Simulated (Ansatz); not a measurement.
Ideal-gas functions of AlF₂O, SMILES `[O][Al]([F])[F]` radical at 800 K and 1 bar, from an Ansatz frequency run at PBE0-D4/def2-TZVP.

Molar mass 80.98 g/mol, point group C2v (symmetry number 2), electronic degeneracy 2, moments of inertia 71.204, 77.342, 148.547 u Å². Harmonic wavenumbers (cm⁻¹, unscaled): 206, 238, 283, 683, 917, 962.

Use S(trans) = R[1.5 ln M + 2.5 ln T − 1.1517]; rotational temperatures θ = 24.2544 K / I; S(rot) = R[ln(√π/σ · √(T³/θAθBθC)) + 1.5]; for each mode x = 1.438777 ν̃/T, S = R[x/(eˣ − 1) − ln(1 − e⁻ˣ)] and H = RT x/(eˣ − 1); 1 cm⁻¹ = 0.0119627 kJ/mol; R = 8.31446 J/(mol·K).

Question: By hand: the entropy, in J/(mol·K).

Answer: Translation 184.2. Rotation: θ = 0.3406, 0.3136, 0.1633 K, giving 111.7. Vibration, mode by mode: 16.62, 15.43, 14.02, 7.11, 5.04, 4.72, in all 62.9. Electronic 5.8. Sum 364.6 J/(mol·K).

Question: By hand: H − E and G − E in kJ/mol, counted from the electronic energy.

Answer: Zero-point energy ½ × 3289 × 0.0119627 = 19.7; thermal vibration 24.4; translation, rotation and pV give 4 RT = 26.6. H − E = 70.7 kJ/mol, and G − E = 70.7 − 800 × 364.6/1000 = -221.0 kJ/mol.

Vibration gives 17 % of the entropy.
